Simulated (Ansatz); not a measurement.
Relaxation of CH₇BSSn (11 atoms, charge 0, multiplicity 1), to a largest force component of 0.015 eV/Å in at most 40 steps.

Method: RKS PBE-D4/def2-SVP in Ansatz 0.2.0.

```xyz
11
Properties=species:S:1:pos:R:3:forces:R:3
B -1.019 1.860 -0.266 -1.26 1.16 -0.87
Sn 0.079 0.037 -0.614 1.54 0.31 -0.17
C 0.864 -0.630 1.238 -0.76 -0.55 1.81
S -1.309 -1.651 -1.505 -1.01 -0.73 -0.55
H -1.603 2.430 -1.202 0.28 -0.22 0.39
H -1.146 2.378 0.807 0.13 0.12 0.42
H 1.410 0.345 -1.740 -0.22 -0.10 0.18
H -0.007 -0.782 2.000 1.10 0.04 -1.14
H 1.520 0.126 1.715 0.09 0.06 -0.20
H 1.433 -1.576 1.142 -0.07 0.00 0.09
H -0.363 -2.619 -1.475 0.19 -0.10 0.04
```

Task: Where does it end, and by what steps?

Result: The run converged. The force dipped under the threshold on the way, but the program's further checks kept it going. After 27 steps the energy has fallen by 0.297 eV; H6 moved furthest, 1.04 Å.

| step | energy less start (eV) | largest force component (eV/Å) | accepted |
| --- | --- | --- | --- |
| 0 | 0.0000 | 1.810 | yes |
| 1 | -0.2194 | 0.562 | yes |
| 2 | -0.2618 | 0.175 | yes |
| 3 | -0.2727 | 0.071 | yes |
| 4 | -0.2642 | 0.397 | no |
| 5 | -0.2783 | 0.082 | yes |
| 6 | -0.2840 | 0.036 | yes |
| 7 | -0.2843 | 0.211 | yes |
| 8 | -0.2892 | 0.027 | yes |
| 9 | -0.2893 | 0.043 | yes |
| 10 | -0.2814 | 0.303 | no |
| 11 | -0.2901 | 0.029 | yes |
| 12 | -0.2908 | 0.085 | yes |
| 13 | -0.2912 | 0.060 | yes |
| 14 | -0.2922 | 0.047 | yes |
| 15 | -0.2923 | 0.111 | yes |
| 16 | -0.2933 | 0.056 | yes |
| 17 | -0.2942 | 0.011 | yes |
| 18 | -0.2945 | 0.070 | yes |
| 19 | -0.2950 | 0.052 | yes |
| 20 | -0.2955 | 0.006 | yes |
| 21 | -0.2958 | 0.057 | yes |
| 22 | -0.2960 | 0.051 | yes |
| 23 | -0.2963 | 0.048 | yes |
| 24 | -0.2965 | 0.065 | yes |
| 25 | -0.2966 | 0.048 | yes |
| 26 | -0.2967 | 0.002 | yes |
| 27 | -0.2968 | 0.011 | yes |

```xyz
11
Properties=species:S:1:pos:R:3
B -1.100 1.962 -0.329
Sn 0.146 0.097 -0.553
C 0.832 -0.716 1.352
S -1.269 -1.606 -1.636
H -2.270 1.980 -0.653
H -0.603 2.968 0.143
H 1.551 0.340 -1.553
H -0.041 -0.949 1.990
H 1.482 0.021 1.861
H 1.406 -1.644 1.163
H -0.273 -2.535 -1.686
```

Whether the end is a true minimum wasn't checked by a vibrational analysis.

Time of the run: 48 s on 2 threads of Intel(R) Xeon(R) Platinum 8375C CPU @ 2.90GHz (Ice Lake), with other jobs on the host, peak memory 0.17 GiB.
